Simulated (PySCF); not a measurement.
Partial charges of `CC[C@H]1COS(=O)(=O)O1`

Species: C4H8O4S.
SMILES with atom numbers: `[CH3:1][CH2:2][C@H:3]1[CH2:4][O:5][S:6](=[O:7])(=[O:8])[O:9]1` (hydrogens: H10, H11, H12 on C1; H13, H14 on C2; H15 on C3; H16, H17 on C4)

Cartesian coordinates in Å at the PBE0-D3(BJ)/def2-SVP level; atoms count from 1:
```
atom  x, y, z in Å
C1     2.1432    0.8833    0.1783
C2     1.0785   -0.1821    0.3670
C3    -0.1185   -0.0014   -0.5406
C4    -1.1980   -1.1005   -0.3497
O5    -2.4468   -0.4329   -0.2736
S6    -2.1930    0.9901    0.4709
O7    -1.9511    0.7512    1.8726
O8    -3.1578    1.9404    0.0104
O9    -0.7799    1.2463   -0.2784
H10    2.9946    0.7149    0.8531
H11    1.7332    1.8814    0.3903
H12    2.5279    0.8900   -0.8539
H13    1.4946   -1.1870    0.1749
H14    0.7105   -0.1842    1.4068
H15    0.1915    0.0600   -1.5957
H16   -1.2475   -1.7896   -1.2017
H17   -1.0189   -1.6696    0.5772
```

Density: PBE0/pcSseg-1 (PySCF); schemes: Mulliken, IAO, Hirshfeld and ESP-fitted. Geometry: PBE0-D3(BJ)/def2-SVP, one conformer, isolated molecule.

Question: Tabulate the Mulliken, IAO, Hirshfeld and ESP-fitted charges.

Answer: In e; atoms taken as equivalent share a row and are averaged (×n: the atom named and its like, n in all):

| atom | environment | Mulliken | IAO | Hirshfeld | ESP-fitted |
| --- | --- | --- | --- | --- | --- |
| C1 | methyl carbon | -0.270 | -0.413 | -0.113 | -0.314 |
| C2 | chain CH2 carbon | -0.235 | -0.260 | -0.071 | +0.105 |
| C3 | sp3 carbon bound to oxygen | -0.065 | +0.066 | +0.046 | +0.036 |
| C4 | sp3 carbon bound to oxygen | +0.101 | -0.083 | +0.004 | +0.021 |
| O5 | oxygen bonded to C and S | -0.526 | -0.566 | -0.144 | -0.337 |
| S6 | sulfonyl sulfur | +1.386 | +2.265 | +0.595 | +1.097 |
| O7 | sulfonyl oxygen | -0.499 | -0.829 | -0.291 | -0.453 |
| O8 | sulfonyl oxygen | -0.459 | -0.797 | -0.274 | -0.433 |
| O9 | oxygen bonded to C and S | -0.530 | -0.580 | -0.137 | -0.344 |
| H10/H11/H12 | methyl hydrogen | +0.126 | +0.145 | +0.043 | +0.091 |
| H13 | methylene hydrogen | +0.131 | +0.137 | +0.047 | +0.004 |
| H14 | methylene hydrogen | +0.145 | +0.149 | +0.040 | +0.038 |
| H15 | methine hydrogen | +0.144 | +0.153 | +0.051 | +0.113 |
| H16 | methylene hydrogen | +0.155 | +0.173 | +0.067 | +0.119 |
| H17 | methylene hydrogen | +0.143 | +0.149 | +0.049 | +0.074 |

Mean size of the charges over all atoms: IAO 0.415 e, Mulliken 0.304 e, ESP-fitted 0.221 e, Hirshfeld 0.121 e. Each set sums to the total charge, 0, to within 0.001 e. The Mulliken scheme counts on each atom the diagonal of the density matrix times the overlap matrix over that atom's basis functions.

Lowest charge. The schemes don't all agree: Mulliken O9 (-0.530); IAO O7 (-0.829); Hirshfeld O7 (-0.291); ESP-fitted O7 (-0.453).

Highest charge. All schemes agree: Mulliken S6 (+1.386); IAO S6 (+2.265); Hirshfeld S6 (+0.595); ESP-fitted S6 (+1.097).

Question: Sum the charges by element, for elements with more than one atom.

Answer: 
| element | atoms | Mulliken | IAO | Hirshfeld | ESP-fitted |
| --- | --- | --- | --- | --- | --- |
| C | 4 | -0.469 | -0.690 | -0.134 | -0.151 |
| O | 4 | -2.013 | -2.772 | -0.845 | -1.568 |
| H | 8 | +1.096 | +1.197 | +0.384 | +0.622 |

Question: How many electrons does the IAO scheme count on C2?

Answer: Z − q = 6 − (-0.260) = 6.260.
